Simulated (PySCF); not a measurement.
MeSiCl(SBu)2 (C9H21ClS2Si): Computed beside measured shifts

System: MeSiCl(SBu)2 (C9H21ClS2Si), SMILES CCCCS[Si](C)(Cl)SCCCC.

Atom-mapped SMILES (hydrogens are numbered by the atom that bears them): [CH3:1][CH2:2][CH2:3][CH2:4][S:5][Si:6]([CH3:7])([Cl:8])[S:9][CH2:10][CH2:11][CH2:12][CH3:13]

Level of theory: GIAO KT3/pcSseg-1, gas phase, PySCF SCF with an in-house response code, fitting set def2-universal-JFIT, grid level 2, non-relativistic, geometry: GFN2-xTB.

One optimised conformer. Values are averaged over the atoms that symmetry or fast rotation interchanges, on this one geometry and without vibrational averaging. Shifts are the reference shielding less the shielding here, at the same level (13C, 1H, 29Si against isolated TMS; 33S against isolated CS2); nuclei without a reference have shieldings only.

(1) What shifts does this level give for Si6, and how do they compare with measurement?

## Answers

(1) 
```csv
atom,nucleus,computed / ppm,measured / ppm,computed less measured,measured against,medium of the measurement
Si6,29Si,41.9,30.2,11.7,TMS,solution
```

Measured values: U. Herzog, Habilitationsschrift, TU Bergakademie Freiberg, 2002/2003.
